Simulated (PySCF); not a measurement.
# Spin-rotation constants: SMILES [SiH3][C@@H]1CC[P@H]1=[Se], C3H9PSeSi

Molfile (atoms numbered from 1):
```
C3H9PSeSi
     RDKit          3D

 15 15  0  0  0  0  0  0  0  0999 V2000
    2.0610   -0.7115   -0.1372 Si  0  0  0  0  0  4  0  0  0  0  0  0
    0.1639   -0.6262   -0.0448 C   0  0  2  0  0  0  0  0  0  0  0  0
   -0.5999    0.2079   -1.0954 C   0  0  0  0  0  0  0  0  0  0  0  0
   -1.6839    0.7779   -0.1628 C   0  0  0  0  0  0  0  0  0  0  0  0
   -0.6095    0.3859    1.2994 P   0  0  1  0  0  5  0  0  0  0  0  0
   -1.2824   -0.3500    3.1164 Se  0  0  0  0  0  2  0  0  0  0  0  0
    2.5601    0.6674   -0.1429 H   0  0  0  0  0  0  0  0  0  0  0  0
    2.5542   -1.4466    1.0228 H   0  0  0  0  0  0  0  0  0  0  0  0
    2.3966   -1.3750   -1.3961 H   0  0  0  0  0  0  0  0  0  0  0  0
   -0.2687   -1.6291    0.0312 H   0  0  0  0  0  0  0  0  0  0  0  0
   -0.9857   -0.3716   -1.9333 H   0  0  0  0  0  0  0  0  0  0  0  0
    0.0292    1.0065   -1.4892 H   0  0  0  0  0  0  0  0  0  0  0  0
   -1.9824    1.8119   -0.3289 H   0  0  0  0  0  0  0  0  0  0  0  0
   -2.5755    0.1479   -0.1342 H   0  0  0  0  0  0  0  0  0  0  0  0
    0.2187    1.5126    1.3730 H   0  0  0  0  0  0  0  0  0  0  0  0
  1  2  1  0
  2  3  1  0
  3  4  1  0
  4  5  1  0
  5  6  2  0
  5  2  1  0
  1  7  1  0
  1  8  1  0
  1  9  1  0
  2 10  1  1
  3 11  1  0
  3 12  1  0
  4 13  1  0
  4 14  1  0
  5 15  1  1
M  END
```

The calculation used PySCF 2.14.0, GIAO KT3/pcSseg-1 magnetisability, rotational g tensor and spin-rotation constants, non-relativistic, gas phase. Geometry: GFN2-xTB.

The calculation is non-relativistic, which matters for the atoms heavier than Zn.

Task: Give the nuclear spin-rotation constants along the inertial axes (H = +C I·J) beside the isotropic shieldings.

Result: Rotational constants 2.5492, 0.8013, 0.6433 GHz. A star marks the isotopologue with that one atom substituted, in its own axes.
```csv
atom,isotope,Caa (kHz),Cbb (kHz),Ccc (kHz),mean (kHz),σ (ppm)
P5,31P,3.153,1.309,1.204,1.889,321.3
H7,1H,-0.230,-0.074,0.020,-0.095,28.1
H8,1H,-0.164,0.012,-0.061,-0.071,27.7
H9,1H,0.016,-0.073,-0.040,-0.033,27.9
H10,1H,-0.281,-0.099,0.030,-0.117,29.4
H11,1H,-0.210,-0.063,-0.013,-0.095,29.4
H12,1H,-0.126,-0.088,-0.018,-0.077,29.8
H13,1H,-0.295,-0.022,-0.019,-0.112,28.9
H14,1H,-0.229,-0.064,-0.006,-0.100,29.1
H15,1H,-0.224,-0.064,0.048,-0.080,24.1
Si1,29Si*,-1.400,-0.415,-0.339,-0.718,432.6
C2,13C*,0.347,0.153,0.134,0.211,145.4
C3,13C*,0.428,0.111,0.099,0.212,160.9
C4,13C*,0.396,0.147,0.142,0.229,139.0
Se6,77Se*,2.981,0.923,0.928,1.611,1938.7
```
For the geometry as given, no vibrational averaging.

Task: How do the rotational constants and the g tensor change when H7, H8, H9, H10, H11, H12, H13, H14, H15 are replaced by deuterium?

Result: Constants 2.1016, 0.7367, 0.5874 GHz; g -0.0163, -0.0075, -0.0089, against -0.0197, -0.0080, -0.0095 before.
